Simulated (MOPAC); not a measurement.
MOPAC input (PM6):

```
PM6 PRECISE GNORM=0.05 LET XYZ UHF MS=0.5 GEO-OK AUX(PRECISION=9) THREADS=1
C2H7GeO

C    -2.91855300 1    0.06283300 1    0.09884200 1
C    -1.55568000 1   -0.45554600 1    0.33550900 1
O    -0.59782400 1    0.39277500 1   -0.27855600 1
Ge    1.14117500 1    0.02724500 1   -0.05820200 1
H    -3.05548800 1    1.09370200 1   -0.19237200 1
H    -3.78028300 1   -0.55203600 1    0.31735300 1
H    -1.47081900 1   -1.48558800 1   -0.04889600 1
H    -1.35912100 1   -0.52715000 1    1.42290400 1
H     1.86787800 1    1.12970700 1   -0.83384600 1
H     1.47254100 1    0.05914500 1    1.44817700 1
H     1.43567900 1   -1.37553000 1   -0.62852800 1
```

Output:

```
 *******************************************************************************
 **                                                                           **
 **                              MOPAC v23.2.5                                **
 **                                                                           **
 *******************************************************************************
 ** MOPAC's Digital Object Identifier: https://doi.org/10.5281/zenodo.6511958 **
 **                                                                           **
 ** Please cite the open-source release paper for use of this MOPAC version:  **
 ** J. E. Moussa and J. J. P. Stewart (2026)                                  **
 ** MOPAC: An open-source semiempirical molecular orbital program             **
 ** J. Open Source Softw., 11(119), 8025, https://doi.org/10.21105/joss.08025 **
 *******************************************************************************

                              PM6 CALCULATION RESULTS

 *******************************************************************************
 *  PM6        - The PM6 Hamiltonian to be used
 *  GEO-OK     - OVERRIDE INTERATOMIC DISTANCE AND OTHER SAFETY CHECKS
 *  UHF        - UNRESTRICTED HARTREE-FOCK CALCULATION
 *  MS=        - IN MECI, MAGNETIC COMPONENT OF SPIN =  0.5
 *  LET        - OVERRIDE SOME SAFETY CHECKS
 *  PRECISE    - TIGHTER CRITERIA TO BE USED
 *  XYZ        - CARTESIAN COORDINATE SYSTEM TO BE USED
 *  GNORM      - EXIT WHEN GRADIENT NORM DROPS BELOW 0.050
 *  AUX        - OUTPUT AUXILIARY INFORMATION
 *******************************************************************************
PM6 PRECISE GNORM=0.05 LET XYZ UHF MS=0.5 GEO-OK AUX(PRECISION=9) THREADS=1
 C2H7GeO

   ATOM   CHEMICAL          X               Y               Z
  NUMBER   SYMBOL      (ANGSTROMS)     (ANGSTROMS)     (ANGSTROMS)

     1       C         -2.91855300  *   0.06283300  *   0.09884200  *
     2       C         -1.55568000  *  -0.45554600  *   0.33550900  *
     3       O         -0.59782400  *   0.39277500  *  -0.27855600  *
     4      Ge          1.14117500  *   0.02724500  *  -0.05820200  *
     5       H         -3.05548800  *   1.09370200  *  -0.19237200  *
     6       H         -3.78028300  *  -0.55203600  *   0.31735300  *
     7       H         -1.47081900  *  -1.48558800  *  -0.04889600  *
     8       H         -1.35912100  *  -0.52715000  *   1.42290400  *
     9       H          1.86787800  *   1.12970700  *  -0.83384600  *
    10       H          1.47254100  *   0.05914500  *   1.44817700  *
    11       H          1.43567900  *  -1.37553000  *  -0.62852800  *

          CARTESIAN COORDINATES

    NO.       ATOM           X           Y           Z

     1         C         -2.9186      0.0628      0.0988
     2         C         -1.5557     -0.4555      0.3355
     3         O         -0.5978      0.3928     -0.2786
     4        Ge          1.1412      0.0272     -0.0582
     5         H         -3.0555      1.0937     -0.1924
     6         H         -3.7803     -0.5520      0.3174
     7         H         -1.4708     -1.4856     -0.0489
     8         H         -1.3591     -0.5272      1.4229
     9         H          1.8679      1.1297     -0.8338
    10         H          1.4725      0.0591      1.4482
    11         H          1.4357     -1.3755     -0.6285

 General Reference for PM6:
 "Optimization of Parameters for Semiempirical Methods V: Modification of NDDO Approximations
 and Application to 70 Elements", J. J. P. Stewart, J. Mol. Mod., 13, 1173-1213 (2007)
 URL: https://link.springer.com/article/10.1007/s00894-007-0233-4

           Empirical Formula: C2 H7 O Ge  =    11 atoms

      MOLECULAR POINT GROUP   :   C1

          UHF CALCULATION, NO. OF ALPHA ELECTRONS =   13
                           NO. OF BETA  ELECTRONS =   12

          Geometry optimization using EF

          DIAGONAL MATRIX USED AS START HESSIAN

 CYCLE:     1  GRAD.:    54.388 HEAT:-0.2070976
 CYCLE:     2  GRAD.:   108.654 HEAT:  5.076898
 CYCLE:     3  GRAD.:    73.309 HEAT:-0.1343956
 CYCLE:     4  GRAD.:   162.356 HEAT:  8.077822
 CYCLE:     5  GRAD.:    79.139 HEAT:-0.3692265
 CYCLE:     6  GRAD.:   194.605 HEAT:  10.94980
 CYCLE:     7  GRAD.:    52.939 HEAT: -1.060225
 CYCLE:     8  GRAD.:   134.531 HEAT:  5.448808
 CYCLE:     9  GRAD.:    56.532 HEAT: -1.436012
 CYCLE:    10  GRAD.:   139.512 HEAT:  6.962582
 CYCLE:    11  GRAD.:    36.249 HEAT: -2.049916
 CYCLE:    12  GRAD.:   113.575 HEAT:  3.706555
 CYCLE:    13  GRAD.:    15.034 HEAT: -2.718063
 CYCLE:    14  GRAD.:    52.722 HEAT: -1.602717
 CYCLE:    15  GRAD.:     3.909 HEAT: -2.844680
 CYCLE:    16  GRAD.:     6.033 HEAT: -2.854077
 CYCLE:    17  GRAD.:     2.611 HEAT: -2.900321
 CYCLE:    18  GRAD.:     4.432 HEAT: -2.967012
 CYCLE:    19  GRAD.:     7.432 HEAT: -3.019168
 CYCLE:    20  GRAD.:     3.261 HEAT: -3.064225
 CYCLE:    21  GRAD.:     1.677 HEAT: -3.087067
 CYCLE:    22  GRAD.:     2.022 HEAT: -3.098708
 CYCLE:    23  GRAD.:     2.975 HEAT: -3.106501
 CYCLE:    24  GRAD.:     1.231 HEAT: -3.112754
 CYCLE:    25  GRAD.:     0.697 HEAT: -3.115382
 CYCLE:    26  GRAD.:     0.989 HEAT: -3.118926
 CYCLE:    27  GRAD.:     1.297 HEAT: -3.122831
 CYCLE:    28  GRAD.:     1.466 HEAT: -3.128146
 CYCLE:    29  GRAD.:     0.744 HEAT: -3.130878
 CYCLE:    30  GRAD.:     0.677 HEAT: -3.133986
 CYCLE:    31  GRAD.:     0.674 HEAT: -3.135350
 CYCLE:    32  GRAD.:     0.378 HEAT: -3.136449
 CYCLE:    33  GRAD.:     0.167 HEAT: -3.136713
 CYCLE:    34  GRAD.:     0.121 HEAT: -3.136805
 CYCLE:    35  GRAD.:     0.122 HEAT: -3.136861
 CYCLE:    36  GRAD.:     0.165 HEAT: -3.136974
 CYCLE:    37  GRAD.:     0.222 HEAT: -3.137209
 CYCLE:    38  GRAD.:     0.343 HEAT: -3.137637
 CYCLE:    39  GRAD.:     0.437 HEAT: -3.138309
 CYCLE:    40  GRAD.:     0.467 HEAT: -3.139596
 CYCLE:    41  GRAD.:     0.292 HEAT: -3.140076
 CYCLE:    42  GRAD.:     0.096 HEAT: -3.140303
 CYCLE:    43  GRAD.:     0.092 HEAT: -3.140340
 CYCLE:    44  GRAD.:     0.048 HEAT: -3.140358

     GRADIENT =  0.04822 IS LESS THAN CUTOFF =  0.05000

 -------------------------------------------------------------------------------
 PM6 PRECISE GNORM=0.05 LET XYZ UHF MS=0.5 GEO-OK AUX(PRECISION=9) THREADS=1
 C2H7GeO

     GEOMETRY OPTIMISED USING EIGENVECTOR FOLLOWING (EF).
     SCF FIELD WAS ACHIEVED

                              PM6 CALCULATION
                                                       MOPAC v23.2.5 Linux

          FINAL HEAT OF FORMATION =         -3.14036 KCAL/MOL =     -13.13926 KJ/MOL

          COSMO AREA              =        128.10 SQUARE ANGSTROMS
          COSMO VOLUME            =        116.03 CUBIC ANGSTROMS

          GRADIENT NORM           =          0.04822          =       0.01454 PER ATOM
          IONIZATION POTENTIAL    =          9.118897 EV
          ALPHA SOMO LUMO (EV)    =         -9.119  0.448
          BETA  SOMO LUMO (EV)    =         -9.764  0.460
          NO. OF ALPHA ELECTRONS  =         13
          NO. OF BETA  ELECTRONS  =         12
          MOLECULAR WEIGHT        =        119.6667         POINT GROUP:  Cs

          MOLECULAR DIMENSIONS (Angstroms)

            Atom       Atom       Distance
            H     9    H     6     5.83830
            H     5    H    11     3.49807
            H     5    H    10     2.35607

          SCF CALCULATIONS        =         45

   ATOM   CHEMICAL          X               Y               Z
  NUMBER   SYMBOL      (ANGSTROMS)     (ANGSTROMS)     (ANGSTROMS)

     1       C         -2.90053183  *   0.09528834  *   0.08433493  *
     2       C         -1.58635465  *  -0.50840001  *   0.36454625  *
     3       O         -0.61770424  *   0.35159786  *  -0.20666027  *
     4      Ge          1.18188306  *   0.03336249  *  -0.06109999  *
     5       H         -2.95163505  *   1.01654416  *  -0.45941178  *
     6       H         -3.80200735  *  -0.36799641  *   0.41235150  *
     7       H         -1.50381655  *  -1.51777446  *  -0.09721235  *
     8       H         -1.41314565  *  -0.59468129  *   1.46039834  *
     9       H          1.66928981  *   1.22829118  *  -0.85355487  *
    10       H          1.47901569  *   0.07504100  *   1.42388395  *
    11       H          1.41010437  *  -1.31461389  *  -0.71367657  *

                             CARTESIAN COORDINATES

   1    C       -2.900531833     0.095288343     0.084334928
   2    C       -1.586354648    -0.508400007     0.364546247
   3    O       -0.617704242     0.351597863    -0.206660273
   4   Ge        1.181883060     0.033362493    -0.061099986
   5    H       -2.951635054     1.016544162    -0.459411780
   6    H       -3.802007355    -0.367996409     0.412351496
   7    H       -1.503816549    -1.517774460    -0.097212354
   8    H       -1.413145648    -0.594681291     1.460398344
   9    H        1.669289807     1.228291183    -0.853554870
  10    H        1.479015691     0.075041001     1.423883955
  11    H        1.410104367    -1.314613889    -0.713676572

           Empirical Formula: C2 H7 O Ge  =    11 atoms

      MOLECULAR POINT GROUP   :   Cs

          ALPHA EIGENVALUES
 -28.43435 -25.17135 -20.78602 -19.62645 -16.08422 -15.54285 -14.48694 -13.33436
 -12.40998 -11.95147 -10.80067  -9.98026  -9.11890   0.44834   2.65215   2.70758
   2.96277   4.12440   4.83844   5.57223   5.68023   6.35031   6.74579

           BETA EIGENVALUES
 -28.37186 -25.01200 -20.52066 -19.61348 -15.99083 -15.30610 -14.32117 -13.08260
 -12.32152 -11.90044 -10.73626  -9.76433   0.46030   1.07247   2.64939   2.70741
   2.96045   4.17544   5.10624   5.68919   5.76595   6.59198   6.97901

              NET ATOMIC CHARGES AND DIPOLE CONTRIBUTIONS

  ATOM NO.   TYPE          CHARGE      No. of ELECS.   s-Pop       p-Pop
    1          C          -0.351587        4.3516     1.15656     3.19503
    2          C           0.075767        3.9242     1.07665     2.84759
    3          O          -0.649378        6.6494     1.79401     4.85537
    4         Ge           0.238502        3.7615     1.19508     2.56642
    5          H           0.168602        0.8314     0.83140
    6          H           0.142483        0.8575     0.85752
    7          H           0.110182        0.8898     0.88982
    8          H           0.109257        0.8907     0.89074
    9          H           0.077324        0.9227     0.92268
   10          H           0.039684        0.9603     0.96032
   11          H           0.039164        0.9608     0.96084
 DIPOLE           X         Y         Z       TOTAL
 POINT-CHG.     2.239    -1.725     1.010     3.002
 HYBRID        -0.298     0.099    -0.053     0.319
 SUM            1.941    -1.626     0.957     2.707

          ATOMIC ORBITAL ELECTRON POPULATIONS

     Atom    s        px        py        pz
    1  C   1.15656   1.03137   1.10395   1.05971
    2  C   1.07665   0.86549   0.95317   1.02893
    3  O   1.79401   1.35722   1.66177   1.83638
    4 Ge   1.19508   0.59621   0.98622   0.98400
    5  H   0.83140
    6  H   0.85752
    7  H   0.88982
    8  H   0.89074
    9  H   0.92268
   10  H   0.96032
   11  H   0.96084

                    (SZ)    =    0.500000
                    (S**2)  =    0.754643

          ATOMIC ORBITAL SPIN POPULATIONS

    Atom   Total    s     px     py     pz
         Atomic
    1  C  1.0619  0.026  0.042  0.278  0.716
    2  C -0.0588 -0.009 -0.024 -0.015 -0.011
    3  O  0.0019 -0.000  0.001  0.001 -0.000
    4 Ge -0.0027 -0.000 -0.002 -0.000 -0.000
    5  H -0.0334 -0.033
    6  H -0.0334 -0.033
    7  H  0.0322  0.032
    8  H  0.0322  0.032
    9  H  0.0001  0.000
   10  H  0.0000  0.000
   11  H -0.0000 -0.000

 **********************
 *                    *
 * JOB ENDED NORMALLY *
 *                    *
 **********************

 == MOPAC DONE ==
```

The geometry given is a B3LYP-D3(BJ)/def2-TZVP minimum.
